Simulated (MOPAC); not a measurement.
MOPAC input (PM7):

```
PM7 PRECISE GNORM=0.05 LET XYZ GEO-OK AUX(PRECISION=9) THREADS=1
H8N2Si2

N    -1.56282700 1    0.14996400 1    1.16280000 1
Si   -1.17907000 1   -0.36180000 1   -0.44804100 1
Si    1.13126900 1    0.03196900 1   -0.66411900 1
N     1.65275600 1    0.47055100 1    0.92951700 1
H    -2.49161400 1    0.02386000 1    1.53559700 1
H    -1.15065900 1    1.00568100 1    1.50340200 1
H    -1.52385500 1   -1.80188400 1   -0.55785500 1
H    -1.93353500 1    0.32213000 1   -1.53898400 1
H     1.43253600 1    1.17177500 1   -1.56681400 1
H     1.81312400 1   -1.15297400 1   -1.26254800 1
H     2.60484900 1    0.75747200 1    1.09898300 1
H     1.28886800 1   -0.05202700 1    1.71223200 1
```

Output:

```
 *******************************************************************************
 **                                                                           **
 **                              MOPAC v23.2.5                                **
 **                                                                           **
 *******************************************************************************
 ** MOPAC's Digital Object Identifier: https://doi.org/10.5281/zenodo.6511958 **
 **                                                                           **
 ** Please cite the open-source release paper for use of this MOPAC version:  **
 ** J. E. Moussa and J. J. P. Stewart (2026)                                  **
 ** MOPAC: An open-source semiempirical molecular orbital program             **
 ** J. Open Source Softw., 11(119), 8025, https://doi.org/10.21105/joss.08025 **
 *******************************************************************************

                              PM7 CALCULATION RESULTS

 *******************************************************************************
 *  PM7        - The PM7 Hamiltonian to be used
 *  GEO-OK     - OVERRIDE INTERATOMIC DISTANCE AND OTHER SAFETY CHECKS
 *  LET        - OVERRIDE SOME SAFETY CHECKS
 *  PRECISE    - TIGHTER CRITERIA TO BE USED
 *  XYZ        - CARTESIAN COORDINATE SYSTEM TO BE USED
 *  GNORM      - EXIT WHEN GRADIENT NORM DROPS BELOW 0.050
 *  AUX        - OUTPUT AUXILIARY INFORMATION
 *******************************************************************************
PM7 PRECISE GNORM=0.05 LET XYZ GEO-OK AUX(PRECISION=9) THREADS=1
 H8N2Si2

   ATOM   CHEMICAL          X               Y               Z
  NUMBER   SYMBOL      (ANGSTROMS)     (ANGSTROMS)     (ANGSTROMS)

     1       N         -1.56282700  *   0.14996400  *   1.16280000  *
     2      Si         -1.17907000  *  -0.36180000  *  -0.44804100  *
     3      Si          1.13126900  *   0.03196900  *  -0.66411900  *
     4       N          1.65275600  *   0.47055100  *   0.92951700  *
     5       H         -2.49161400  *   0.02386000  *   1.53559700  *
     6       H         -1.15065900  *   1.00568100  *   1.50340200  *
     7       H         -1.52385500  *  -1.80188400  *  -0.55785500  *
     8       H         -1.93353500  *   0.32213000  *  -1.53898400  *
     9       H          1.43253600  *   1.17177500  *  -1.56681400  *
    10       H          1.81312400  *  -1.15297400  *  -1.26254800  *
    11       H          2.60484900  *   0.75747200  *   1.09898300  *
    12       H          1.28886800  *  -0.05202700  *   1.71223200  *

          CARTESIAN COORDINATES

    NO.       ATOM           X           Y           Z

     1         N         -1.5628      0.1500      1.1628
     2        Si         -1.1791     -0.3618     -0.4480
     3        Si          1.1313      0.0320     -0.6641
     4         N          1.6528      0.4706      0.9295
     5         H         -2.4916      0.0239      1.5356
     6         H         -1.1507      1.0057      1.5034
     7         H         -1.5239     -1.8019     -0.5579
     8         H         -1.9335      0.3221     -1.5390
     9         H          1.4325      1.1718     -1.5668
    10         H          1.8131     -1.1530     -1.2625
    11         H          2.6048      0.7575      1.0990
    12         H          1.2889     -0.0520      1.7122

 General Reference for PM7:
 "Optimization of Parameters for Semiempirical Methods VI: More Modifications to the
 NDDO Approximations and Re-optimization of Parameters", J. J. P. Stewart, J. Mol. Mod., 1:32, 19 (2013)
 https://link.springer.com/article/10.1007/s00894-012-1667-x

           Empirical Formula: H8 N2 Si2  =    12 atoms

      MOLECULAR POINT GROUP   :   C2

      RHF CALCULATION, NO. OF DOUBLY OCCUPIED LEVELS = 13

          Geometry optimization using EF

          DIAGONAL MATRIX USED AS START HESSIAN

 CYCLE:     1  GRAD.:    76.714 HEAT: -14.42596
 CYCLE:     2  GRAD.:   143.022 HEAT: -8.910525
 CYCLE:     3  GRAD.:    96.598 HEAT: -12.72223
 CYCLE:     4  GRAD.:    79.868 HEAT: -15.01929
 CYCLE:     5  GRAD.:    62.122 HEAT: -16.84510
 CYCLE:     6  GRAD.:   133.285 HEAT: -10.81685
 CYCLE:     7  GRAD.:    51.461 HEAT: -17.20175
 CYCLE:     8  GRAD.:   116.575 HEAT: -11.00042
 CYCLE:     9  GRAD.:     9.391 HEAT: -18.43752
 CYCLE:    10  GRAD.:    11.611 HEAT: -18.45168
 CYCLE:    11  GRAD.:     9.585 HEAT: -18.50348
 CYCLE:    12  GRAD.:     5.233 HEAT: -18.54812
 CYCLE:    13  GRAD.:     2.049 HEAT: -18.59178
 CYCLE:    14  GRAD.:     7.267 HEAT: -18.60597
 CYCLE:    15  GRAD.:     8.186 HEAT: -18.64328
 CYCLE:    16  GRAD.:     6.000 HEAT: -18.68578
 CYCLE:    17  GRAD.:    17.344 HEAT: -18.58193
 CYCLE:    18  GRAD.:     2.020 HEAT: -18.73757
 CYCLE:    19  GRAD.:     1.664 HEAT: -18.75451
 CYCLE:    20  GRAD.:     7.214 HEAT: -18.77316
 CYCLE:    21  GRAD.:     3.905 HEAT: -18.78945
 CYCLE:    22  GRAD.:     1.137 HEAT: -18.80070
 CYCLE:    23  GRAD.:     1.388 HEAT: -18.80146
 CYCLE:    24  GRAD.:     0.623 HEAT: -18.80383
 CYCLE:    25  GRAD.:     1.017 HEAT: -18.80691
 CYCLE:    26  GRAD.:     2.612 HEAT: -18.81203
 CYCLE:    27  GRAD.:     2.283 HEAT: -18.82070
 CYCLE:    28  GRAD.:     1.593 HEAT: -18.83689
 CYCLE:    29  GRAD.:     6.640 HEAT: -18.79601
 CYCLE:    30  GRAD.:     1.436 HEAT: -18.84373
 CYCLE:    31  GRAD.:     0.727 HEAT: -18.84644
 CYCLE:    32  GRAD.:     0.763 HEAT: -18.84942
 CYCLE:    33  GRAD.:     0.817 HEAT: -18.85140
 CYCLE:    34  GRAD.:     0.848 HEAT: -18.85482
 CYCLE:    35  GRAD.:     1.278 HEAT: -18.86177
 CYCLE:    36  GRAD.:     2.310 HEAT: -18.87852
 CYCLE:    37  GRAD.:     8.537 HEAT: -18.86674
 CYCLE:    38  GRAD.:     3.924 HEAT: -18.93539
 CYCLE:    39  GRAD.:     3.374 HEAT: -18.97571
 CYCLE:    40  GRAD.:    27.735 HEAT: -18.49003
 CYCLE:    41  GRAD.:     5.224 HEAT: -19.13158
 CYCLE:    42  GRAD.:     1.941 HEAT: -19.17001
 CYCLE:    43  GRAD.:     3.378 HEAT: -19.20827
 CYCLE:    44  GRAD.:    10.083 HEAT: -19.22153
 CYCLE:    45  GRAD.:     3.879 HEAT: -19.27668
 CYCLE:    46  GRAD.:     2.928 HEAT: -19.32249
 CYCLE:    47  GRAD.:    30.391 HEAT: -18.46748
 CYCLE:    48  GRAD.:     5.796 HEAT: -19.48830
 CYCLE:    49  GRAD.:     5.020 HEAT: -19.51722
 CYCLE:    50  GRAD.:     2.314 HEAT: -19.55892
 CYCLE:    51  GRAD.:     4.265 HEAT: -19.60225
 CYCLE:    52  GRAD.:     6.642 HEAT: -19.62075
 CYCLE:    53  GRAD.:     2.206 HEAT: -19.67640
 CYCLE:    54  GRAD.:     1.956 HEAT: -19.70528
 CYCLE:    55  GRAD.:     2.242 HEAT: -19.71693
 CYCLE:    56  GRAD.:     1.571 HEAT: -19.72623
 CYCLE:    57  GRAD.:     1.969 HEAT: -19.73205
 CYCLE:    58  GRAD.:     1.409 HEAT: -19.73767
 CYCLE:    59  GRAD.:     1.135 HEAT: -19.73962
 CYCLE:    60  GRAD.:     0.772 HEAT: -19.74204
 CYCLE:    61  GRAD.:     0.352 HEAT: -19.74305
 CYCLE:    62  GRAD.:     0.257 HEAT: -19.74355
 CYCLE:    63  GRAD.:     0.225 HEAT: -19.74369
 CYCLE:    64  GRAD.:     0.185 HEAT: -19.74374
 CYCLE:    65  GRAD.:     0.113 HEAT: -19.74378
 CYCLE:    66  GRAD.:     0.072 HEAT: -19.74382
 CYCLE:    67  GRAD.:     0.034 HEAT: -19.74382

     GRADIENT =  0.03436 IS LESS THAN CUTOFF =  0.05000

 -------------------------------------------------------------------------------
 PM7 PRECISE GNORM=0.05 LET XYZ GEO-OK AUX(PRECISION=9) THREADS=1
 H8N2Si2

     GEOMETRY OPTIMISED USING EIGENVECTOR FOLLOWING (EF).
     SCF FIELD WAS ACHIEVED

                              PM7 CALCULATION
                                                       MOPAC v23.2.5 Linux

          FINAL HEAT OF FORMATION =        -19.74382 KCAL/MOL =     -82.60816 KJ/MOL

          COSMO AREA              =        138.23 SQUARE ANGSTROMS
          COSMO VOLUME            =        133.07 CUBIC ANGSTROMS

          GRADIENT NORM           =          0.03436          =       0.00992 PER ATOM
          IONIZATION POTENTIAL    =          9.211446 EV
          HOMO LUMO ENERGIES (EV) =         -9.211  0.576
          NO. OF FILLED LEVELS    =         13
          MOLECULAR WEIGHT        =         92.2476         POINT GROUP:  C2

          MOLECULAR DIMENSIONS (Angstroms)

            Atom       Atom       Distance
            H    11    H     5     5.80251
            H     8    H    10     3.88853
            H     9    H     6     3.52332

          SCF CALCULATIONS        =         68

   ATOM   CHEMICAL          X               Y               Z
  NUMBER   SYMBOL      (ANGSTROMS)     (ANGSTROMS)     (ANGSTROMS)

     1       N         -1.72415230  *  -0.34909991  *   1.18675944  *
     2      Si         -1.12426689  *  -0.02925654  *  -0.46493838  *
     3      Si          1.08327370  *  -0.25498956  *  -0.49311995  *
     4       N          1.80381968  *   0.89859072  *   0.66463669  *
     5       H         -2.66927582  *  -0.69622346  *   1.29473356  *
     6       H         -1.54217653  *   0.33244705  *   1.91462260  *
     7       H         -1.75707368  *  -1.00353404  *  -1.35738286  *
     8       H         -1.48513009  *   1.30352169  *  -0.96327120  *
     9       H          1.62038799  *   0.06180369  *  -1.81876244  *
    10       H          1.43536620  *  -1.65229180  *  -0.21296471  *
    11       H          2.74800438  *   1.22230431  *   0.49379481  *
    12       H          1.69192857  *   0.73014159  *   1.65789514  *

                             CARTESIAN COORDINATES

   1    N       -1.724152304    -0.349099914     1.186759440
   2   Si       -1.124266887    -0.029256538    -0.464938378
   3   Si        1.083273704    -0.254989559    -0.493119952
   4    N        1.803819675     0.898590716     0.664636687
   5    H       -2.669275819    -0.696223462     1.294733557
   6    H       -1.542176531     0.332447050     1.914622597
   7    H       -1.757073684    -1.003534037    -1.357382861
   8    H       -1.485130091     1.303521694    -0.963271197
   9    H        1.620387991     0.061803691    -1.818762443
  10    H        1.435366199    -1.652291802    -0.212964711
  11    H        2.748004376     1.222304308     0.493794808
  12    H        1.691928574     0.730141586     1.657895145

           Empirical Formula: H8 N2 Si2  =    12 atoms

      MOLECULAR POINT GROUP   :   C2

                  EIGENVALUES
 -35.40298 -35.14579 -19.30999 -16.55036 -16.28920 -15.45013 -14.13859 -14.10036
 -12.63043 -12.38006 -11.30025  -9.81182  -9.21145   0.57640   1.11221   1.83596
   2.53265   2.78952   5.24639   5.63635   6.84671   7.09322   7.10986   8.88029
  19.91762  20.11654  21.34373  21.35946  21.61682  22.88009  23.32740  23.55028
  24.08267  24.32481

              NET ATOMIC CHARGES AND DIPOLE CONTRIBUTIONS

  ATOM NO.   TYPE          CHARGE      No. of ELECS.   s-Pop       p-Pop       d-Pop
    1          N          -0.784295        5.7843     1.58763     4.19666
    2         Si           0.123982        3.8760     0.87335     2.83194     0.17072
    3         Si           0.123794        3.8762     0.87333     2.83215     0.17073
    4          N          -0.784118        5.7841     1.58773     4.19639
    5          H           0.274339        0.7257     0.72566
    6          H           0.275062        0.7249     0.72494
    7          H           0.060718        0.9393     0.93928
    8          H           0.050316        0.9497     0.94968
    9          H           0.060703        0.9393     0.93930
   10          H           0.050197        0.9498     0.94980
   11          H           0.274266        0.7257     0.72573
   12          H           0.275035        0.7250     0.72496
 DIPOLE           X         Y         Z       TOTAL
 POINT-CHG.    -0.076    -0.500    -1.678     1.752
 HYBRID         0.089     0.626     2.119     2.211
 SUM            0.013     0.126     0.441     0.459

          ATOMIC ORBITAL ELECTRON POPULATIONS

     Atom    s        px        py        pz      x^2-y^2     xz        z^2       yz        xy
    1  N   1.58763   1.37449   1.55085   1.27133
    2 Si   0.87335   1.03779   1.05956   0.73459   0.02893   0.03606   0.03927   0.05073   0.01574
    3 Si   0.87333   1.02037   0.91286   0.89892   0.04929   0.02677   0.04301   0.02850   0.02316
    4  N   1.58773   1.37010   1.60492   1.22137
    5  H   0.72566
    6  H   0.72494
    7  H   0.93928
    8  H   0.94968
    9  H   0.93930
   10  H   0.94980
   11  H   0.72573
   12  H   0.72496

 **********************
 *                    *
 * JOB ENDED NORMALLY *
 *                    *
 **********************

 == MOPAC DONE ==
```

The geometry given is a B3LYP-D3(BJ)/def2-TZVP minimum.
